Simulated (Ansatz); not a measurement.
System: H₂Te, charge 0, singlet. H2Te (tellane, SMILES [TeH2]).
B3LYP-D3(BJ)/def2-TZVP minimum from Ansatz (a first-principles code):
```xyz
3

Te    -0.0007     0.0433     0.0023
H     -1.1604    -1.1450    -0.0483
H      1.1973    -1.1053    -0.0693
```

Total energies in def2-TZVPP, 8 correlated electrons, 9 frozen orbitals. Open shells are spin-unrestricted; no spin-orbit coupling. Cores are frozen in correlated methods (noble-gas shells, and filled d and f shells in the p block). Past Kr the def2 sets carry scalar-relativistic core potentials. Spin-orbit terms, left out, reach several kcal/mol for Br and I, and more for heavier atoms.

| method | program | energy (Eh) | minus CCSDT(Q) (mEh) |
|---|---|---|---|
| HF | Ansatz | -268.15339 | 178.25 |
| MP2 | Ansatz | -268.30091 | 30.72 |
| CCSD | Ansatz | -268.32489 | 6.75 |
| CCSD(T) | Ansatz | -268.33070 | 0.94 |
| CCSDT(Q) | Ansatz | -268.33164 | 0.00 |

Rough core times of Ansatz's runs on a shared machine: CCSD(T) under 20 s, CCSDT(Q) 70 s.
